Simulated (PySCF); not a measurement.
Record of a relaxation.

SbSbSbSb tetrahedron, Sb₄.
Bonds: Sb1–Sb2, Sb1–Sb3, Sb1–Sb4, Sb2–Sb3, Sb2–Sb4, Sb3–Sb4.

Method: PySCF, PBE0-D3(BJ)/def2-SVP geometry optimisation, gas phase, def2 core potentials past Kr; density fitting, grid level 1; the optimiser is geomeTRIC in internal coordinates, started from a GFN2-xTB structure with every atom displaced at random (about 0.03 Å). The frame can shift and turn from step to step; on so coarse a grid that alone can change the energy by a few meV, and forces under 0.02 eV/Å are noise.

Step 0: E = -26155.2258 eV, largest atomic force 2.419 eV/Å
```
atom  x, y, z in Å  |  force x, y, z in eV/Å
Sb1    -1.381    0.513   -0.679   -1.887   0.466  -1.439
Sb2    -0.393   -1.088    1.262    0.336  -1.021   0.798
Sb3     0.851    1.297    0.586    1.300   1.136   0.902
Sb4     1.006   -0.812   -1.199    0.251  -0.580  -0.261
```

Step 1: E = -26155.4021 eV, largest atomic force 0.595 eV/Å
```
atom  x, y, z in Å  |  force x, y, z in eV/Å
Sb1    -1.462    0.537   -0.752    0.437  -0.149   0.187
Sb2    -0.370   -1.135    1.295    0.173   0.336  -0.451
Sb3     0.906    1.346    0.635   -0.259  -0.421  -0.154
Sb4     1.009   -0.839   -1.209   -0.352   0.235   0.418
```

Step 2: E = -26155.4250 eV, largest atomic force 0.095 eV/Å
```
atom  x, y, z in Å  |  force x, y, z in eV/Å
Sb1    -1.447    0.538   -0.749    0.082  -0.004   0.048
Sb2    -0.364   -1.127    1.275    0.003   0.043  -0.055
Sb3     0.901    1.329    0.637   -0.056  -0.057  -0.016
Sb4     0.994   -0.830   -1.193   -0.029   0.019   0.022
```

Step 3: E = -26155.4251 eV, largest atomic force under 0.02 eV/Å
```
atom  x, y, z in Å  |  force x, y, z in eV/Å
Sb1    -1.441    0.545   -0.747    0.005   0.015   0.004
Sb2    -0.368   -1.129    1.268   -0.012  -0.010  -0.002
Sb3     0.900    1.322    0.642    0.001  -0.003   0.011
Sb4     0.992   -0.828   -1.194    0.005  -0.003  -0.012
```

**Question.** Summarise the path.

**Answer.** The energy falls by 4.60 kcal/mol from step 0 to step 3; nine tenths of that is first reached at step 2. It falls at every step. The largest force goes from 2.419 to under 0.02 eV/Å. Among the bonds Sb1–Sb3 changes most, from 2.682 to 2.832 Å; the atoms move by 0.066 Å rms after alignment.

**Question.** Follow the three bonds and two angles with the largest change from start to end.

**Answer.** 
```json
{"step": "0", "E above end (kcal/mol)": "4.60", "largest force (eV/Å)": "2.419", "Sb1–Sb3 (Å)": "2.682", "Sb1–Sb2 (Å)": "2.703", "Sb3–Sb4 (Å)": "2.766", "Sb1–Sb4–Sb2 (°)": "57.5", "Sb2–Sb1–Sb4 (°)": "62.5"}
{"step": "1", "E above end (kcal/mol)": "0.53", "largest force (eV/Å)": "0.595", "Sb1–Sb3 (Å)": "2.861", "Sb1–Sb2 (Å)": "2.859", "Sb3–Sb4 (Å)": "2.861", "Sb1–Sb4–Sb2 (°)": "59.8", "Sb2–Sb1–Sb4 (°)": "60.3"}
{"step": "2", "E above end (kcal/mol)": "0.00", "largest force (eV/Å)": "0.095", "Sb1–Sb3 (Å)": "2.839", "Sb1–Sb2 (Å)": "2.836", "Sb3–Sb4 (Å)": "2.832", "Sb1–Sb4–Sb2 (°)": "60.1", "Sb2–Sb1–Sb4 (°)": "59.9"}
{"step": "3", "E above end (kcal/mol)": "0.00", "largest force (eV/Å)": "under 0.02", "Sb1–Sb3 (Å)": "2.832", "Sb1–Sb2 (Å)": "2.830", "Sb3–Sb4 (Å)": "2.829", "Sb1–Sb4–Sb2 (°)": "60.0", "Sb2–Sb1–Sb4 (°)": "60.0"}
```

What follows is the cost of the whole optimisation. On Arm Neoverse V1, one thread, shared host with 32 logical CPUs at a one-minute load of 27, this took 38 s and 0.48 GiB of memory at its peak.
